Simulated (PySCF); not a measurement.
HCl3OTi, triplet, at a GFN2-xTB geometry (such geometries of metal compounds can be far from the true shape) (the multiplicity is a formal guess); DF-PBE0/cc-pVDZ (PySCF).

The PySCF input:
```python
from pyscf import gto, scf, dft

mol = gto.M(
    atom='''
Ti   -0.54974885    0.09796153   -0.12187001
Cl    1.41842475    1.26250066   -0.23209330
Cl    0.69149532   -0.35310938    1.74838553
Cl   -0.31145690   -1.58084807   -1.40392371
O    -1.95692250    0.98389176    0.08434367
H    -2.82401938    1.38847767    0.09612609
''',
    basis='cc-pvdz',
    spin=2,
    verbose=4,
)

mf = dft.UKS(mol)
mf.xc = 'pbe0'
mf = mf.density_fit(auxbasis='def2-universal-jkfit')
mf.kernel()
mf.analyze()
```

It wrote (shortened):

```
PySCF version 2.14.0

[INPUT] verbose = 4
[INPUT] num. atoms = 6
[INPUT] num. electrons = 82
[INPUT] charge = 0
[INPUT] spin (= nelec alpha-beta = 2S) = 2
[INPUT] symmetry False subgroup None
[INPUT] Mole.unit = angstrom
[INPUT] Symbol           X                Y                Z      unit          X                Y                Z       unit  Magmom
[...]
nuclear repulsion = 544.588396828852
number of shells = 30
number of NR pGTOs = 278
number of NR cGTOs = 116
basis = cc-pvdz
ecp = {}

******** <class 'pyscf.df.df_jk.DFUKS'> ********
method = DFUKS
initial guess = minao
damping factor = 0
level_shift factor = 0
DIIS = <class 'pyscf.scf.diis.CDIIS'>
diis_start_cycle = 1
diis_space = 8
diis_damp = 0
SCF conv_tol = 1e-09
SCF conv_tol_grad = None
SCF max_cycles = 50
direct_scf = False
number electrons alpha = 42  beta = 40
XC library pyscf.dft.libxc version 7.1.2
    S. Lehtola, C. Steigemann, M. J. T. Oliveira, and M. A. L. Marques,  SoftwareX 7, 1–5 (2018)
XC functionals = pbe0
    C. Adamo and V. Barone,  J. Chem. Phys. 110, 6158 (1999)
    M. Ernzerhof and G. E. Scuseria,  J. Chem. Phys. 110, 5029 (1999)
radial grids:
    Treutler-Ahlrichs [JCP 102, 346 (1995); DOI:10.1063/1.469408] (M4) radial grids

becke partition: Becke, JCP 88, 2547 (1988); DOI:10.1063/1.454033
pruning grids: <function nwchem_prune>
grids dens level: 3
symmetrized grids: False
atomic radii adjust function: <function treutler_atomic_radii_adjust>
small_rho_cutoff = 0
Set gradient conv threshold to 3.16228e-05
tot grids = 101440
******** <class 'pyscf.df.df.DF'> ********
auxbasis = def2-universal-jkfit
init E= -2305.64228315192

cycle= 1 E= -2305.21360005595  delta_E= 0.429  |g|= 0.573  |ddm|= 3.83
cycle= 2 E= -2304.31122204613  delta_E= 0.902  |g|= 1.64  |ddm|= 3.53

cycle= 3 E= -2305.32878490907  delta_E= -1.02  |g|= 0.182  |ddm|= 2.94
cycle= 4 E= -2305.34083280186  delta_E= -0.012  |g|= 0.107  |ddm|= 0.879
cycle= 5 E= -2305.3464909378  delta_E= -0.00566  |g|= 0.0365  |ddm|= 0.395
cycle= 6 E= -2305.34722389555  delta_E= -0.000733  |g|= 0.00608  |ddm|= 0.0517
cycle= 7 E= -2305.34726547963  delta_E= -4.16e-05  |g|= 0.00276  |ddm|= 0.0309
cycle= 8 E= -2305.34728040524  delta_E= -1.49e-05  |g|= 0.0012  |ddm|= 0.0119
cycle= 9 E= -2305.34728679819  delta_E= -6.39e-06  |g|= 0.000748  |ddm|= 0.0083
cycle= 10 E= -2305.3472904037  delta_E= -3.61e-06  |g|= 0.000398  |ddm|= 0.00828
cycle= 11 E= -2305.34729140918  delta_E= -1.01e-06  |g|= 0.000229  |ddm|= 0.00507
cycle= 12 E= -2305.34729156704  delta_E= -1.58e-07  |g|= 3.73e-05  |ddm|= 0.00245
cycle= 13 E= -2305.34729156991  delta_E= -2.87e-09  |g|= 1.75e-05  |ddm|= 0.000215
cycle= 14 E= -2305.34729157019  delta_E= -2.75e-10  |g|= 2.01e-05  |ddm|= 0.00012
Extra cycle  E= -2305.34729156957  delta_E= 6.15e-10  |g|= 3.97e-05  |ddm|= 0.000175
converged SCF energy = -2305.34729156957  <S^2> = 2.0059743  2S+1 = 3.0039802
**** SCF Summaries ****
Total Energy =                       -2305.347291569570189
Nuclear Repulsion Energy =             544.588396828851955
One-electron Energy =                -4261.655807448181804
Two-electron Energy =                 1411.720119049759660
Two-electron Coulomb Energy =         1546.938431258448645
DFT Exchange-Correlation Energy =     -135.218312208689071
**** MO energy ****
                             alpha | beta                alpha | beta
[...]
To work with the spin densities directly, `use mulliken_meta_spin()` only printing them here.

 ** Mulliken spin pop alpha/beta on meta-lowdin orthogonal AOs **
 ** Mulliken Spin Density (per AO)  **
spin_pop of  0 Ti 1s        0.00000
spin_pop of  0 Ti 2s       -0.00000
spin_pop of  0 Ti 3s        0.00007
spin_pop of  0 Ti 4s        0.03906
spin_pop of  0 Ti 5s        0.00061
spin_pop of  0 Ti 6s        0.00017
spin_pop of  0 Ti 2px      -0.00000
spin_pop of  0 Ti 2py      -0.00000
spin_pop of  0 Ti 2pz      -0.00000
spin_pop of  0 Ti 3px       0.00002
spin_pop of  0 Ti 3py       0.00005
spin_pop of  0 Ti 3pz       0.00006
[...]
spin_pop of  0 Ti 4dxz      0.00007
spin_pop of  0 Ti 4dx2-y2   -0.00001
spin_pop of  0 Ti 5dxy      0.00020
spin_pop of  0 Ti 5dyz      0.00013
spin_pop of  0 Ti 5dz^2     0.00005
spin_pop of  0 Ti 5dxz      0.00057
spin_pop of  0 Ti 5dx2-y2    0.00023
spin_pop of  0 Ti 4f-3      0.00012
spin_pop of  0 Ti 4f-2     -0.00001
spin_pop of  0 Ti 4f-1     -0.00002
spin_pop of  0 Ti 4f+0     -0.00006
spin_pop of  0 Ti 4f+1      0.00016
spin_pop of  0 Ti 4f+2      0.00013
spin_pop of  0 Ti 4f+3     -0.00002
spin_pop of  1 Cl 1s        0.00000
spin_pop of  1 Cl 2s       -0.00000
spin_pop of  1 Cl 3s        0.00423
spin_pop of  1 Cl 4s        0.00008
spin_pop of  1 Cl 2px      -0.00000
spin_pop of  1 Cl 2py       0.00001
spin_pop of  1 Cl 2pz       0.00002
spin_pop of  1 Cl 3px      -0.00252
spin_pop of  1 Cl 3py       0.13039
spin_pop of  1 Cl 3pz       0.38080
spin_pop of  1 Cl 4px       0.00015
spin_pop of  1 Cl 4py       0.00014
spin_pop of  1 Cl 4pz       0.00056
spin_pop of  1 Cl 3dxy      0.00017
spin_pop of  1 Cl 3dyz      0.00000
spin_pop of  1 Cl 3dz^2     0.00017
spin_pop of  1 Cl 3dxz      0.00071
spin_pop of  1 Cl 3dx2-y2   -0.00001
spin_pop of  2 Cl 1s        0.00000
spin_pop of  2 Cl 2s       -0.00000
spin_pop of  2 Cl 3s        0.00423
spin_pop of  2 Cl 4s        0.00008
spin_pop of  2 Cl 2px       0.00001
spin_pop of  2 Cl 2py       0.00001
spin_pop of  2 Cl 2pz       0.00001
spin_pop of  2 Cl 3px       0.13777
spin_pop of  2 Cl 3py       0.21608
spin_pop of  2 Cl 3pz       0.15477
spin_pop of  2 Cl 4px       0.00037
spin_pop of  2 Cl 4py       0.00032
spin_pop of  2 Cl 4pz       0.00016
spin_pop of  2 Cl 3dxy      0.00039
spin_pop of  2 Cl 3dyz      0.00018
spin_pop of  2 Cl 3dz^2     0.00032
spin_pop of  2 Cl 3dxz      0.00004
spin_pop of  2 Cl 3dx2-y2    0.00011
spin_pop of  3 Cl 1s       -0.00000
spin_pop of  3 Cl 2s        0.00000
spin_pop of  3 Cl 3s        0.00010
spin_pop of  3 Cl 4s        0.00014
spin_pop of  3 Cl 2px      -0.00000
spin_pop of  3 Cl 2py      -0.00000
spin_pop of  3 Cl 2pz      -0.00000
spin_pop of  3 Cl 3px      -0.00145
spin_pop of  3 Cl 3py      -0.00481
spin_pop of  3 Cl 3pz      -0.00677
spin_pop of  3 Cl 4px       0.00035
spin_pop of  3 Cl 4py       0.00023
spin_pop of  3 Cl 4pz       0.00005
spin_pop of  3 Cl 3dxy      0.00007
spin_pop of  3 Cl 3dyz      0.00012
spin_pop of  3 Cl 3dz^2     0.00008
spin_pop of  3 Cl 3dxz      0.00001
spin_pop of  3 Cl 3dx2-y2    0.00005
spin_pop of  4 O 1s        0.00000
spin_pop of  4 O 2s       -0.00267
spin_pop of  4 O 3s        0.00008
spin_pop of  4 O 2px      -0.00494
spin_pop of  4 O 2py      -0.00751
spin_pop of  4 O 2pz      -0.00905
spin_pop of  4 O 3px       0.00002
spin_pop of  4 O 3py       0.00028
spin_pop of  4 O 3pz       0.00023
spin_pop of  4 O 3dxy      0.00001
spin_pop of  4 O 3dyz      0.00002
spin_pop of  4 O 3dz^2     0.00000
spin_pop of  4 O 3dxz     -0.00000
spin_pop of  4 O 3dx2-y2   -0.00000
spin_pop of  5 H 1s       -0.00019
spin_pop of  5 H 2s       -0.00006
spin_pop of  5 H 2px       0.00000
spin_pop of  5 H 2py      -0.00001
spin_pop of  5 H 2pz      -0.00001
 ** Mulliken Spin Density (per atom)  **
spin density of  0 Ti =      1.00593
spin density of  1 Cl =      0.51488
spin density of  2 Cl =      0.51482
spin density of  3 Cl =     -0.01183
spin density of  4 O =     -0.02353
spin density of  5 H =     -0.00027
 ** Mulliken pop alpha/beta on meta-lowdin orthogonal AOs **
 ** Mulliken pop       alpha | beta **
In total            42.00000 | 40.00000
 ** Mulliken atomic charges   ( Nelec_alpha | Nelec_beta ) **
charge of  0Ti =      1.02382  (    10.99105      9.98512 )
charge of  1Cl =     -0.18216  (     8.84852      8.33364 )
charge of  2Cl =     -0.18220  (     8.84851      8.33369 )
charge of  3Cl =     -0.40314  (     8.69565      8.70749 )
charge of  4O =     -0.61459  (     4.29553      4.31906 )
charge of  5H =      0.35825  (     0.32074      0.32101 )
Dipole moment(X, Y, Z, Debye): -2.61729,  1.89411,  0.58399
```
